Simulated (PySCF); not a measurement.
Symmetry of computed structures. Level of theory: PBE0/pcSseg-1 in PySCF (dipole) on a GFN2-xTB geometry, gas phase. The symmetry is that of the one conformer found, every atom within 0.08 Å of its image; none is proved a minimum here.

Question: `[CH2:1]=[CH:2][c:3]1[cH:4][cH:5][p:6][c:7]([CH:8]=[CH2:9])[c:10]1[CH3:11]` with C1–C2–C3–C4 -41°, P6–C7–C8–C9 34°: symmetry, top, dipole?

Answer: C1; asymmetric top; symmetry number 1; this conformer is chiral (no improper operation); dipole 1.98 D.

Question: Point group, rotor type and polarity of `[Cl:1][c:2]1[cH:3][n:4][n:5][cH:6][c:7]1[CH:8]1[CH2:9][CH2:10]1` with C6–C7–C8–C9 -35°?

Answer: Cs; asymmetric top; symmetry number 1; 2 operations, which sort the 17 atoms into 14 sets; dipole 4.23 D, in the ab plane, which is the mirror.

Question: Point group, rotor type and polarity of `[CH2:1]=[CH:2]/[CH:3]=[P:4]\[c:5]1[cH:6][cH:7][cH:8][cH:9][c:10]1[CH3:11]` with C1–C2–C3–P4 180°, C3–P4–C5–C6 -83°?

Answer: C1; asymmetric top; symmetry number 1; this conformer is chiral (no improper operation); dipole 1.63 D.
